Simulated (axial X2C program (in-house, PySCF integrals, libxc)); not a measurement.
**Which molecule has these constants?**

Computed with an axial X2C code built on PySCF integrals, spin-free (one-electron X2C) or two-component (2c: spin–orbit coupling with atomic mean-field Coulomb and Gaunt terms, which also bring small scalar terms), in Dyall basis sets with cores contracted in-house; open shells are unrestricted.

A two-component PBE0 calculation in a Dyall 3-zeta basis gave Re = 1.907 Å, ωe = 696.7 cm⁻¹, Ω = 3/2.

Problem. Which molecule is it?
A. SnC⁺
B. GeC⁺
C. SiC⁺

Solution. B. The others have SnC⁺ 2.108 Å and 605.4 cm⁻¹ (Ω = 3/2); SiC⁺ 1.823 Å and 836.5 cm⁻¹ (Ω = 3/2).

Each entry is the lowest single determinant of a limited PBE0 search at one distance. De goes to single-determinant-based atoms at the same level (for ions the charge split of lowest energy) and is withheld (n/a) where an atom does not fit its ground term or J level. Main or longest-lived isotopes. One determinant is a doubtful description, or other states lie close, for GeC⁺, SnC⁺, SiC⁺; these need not be ground states, and all values refer to the states named. With several unpaired electrons the Ω given is that of one determinant, not necessarily of the lowest component. Some light 2c atoms are not at their ground J level, so De misses part of their lowering (0.04 eV or less). The functionals have no current term, which raises determinants with orbital currents.
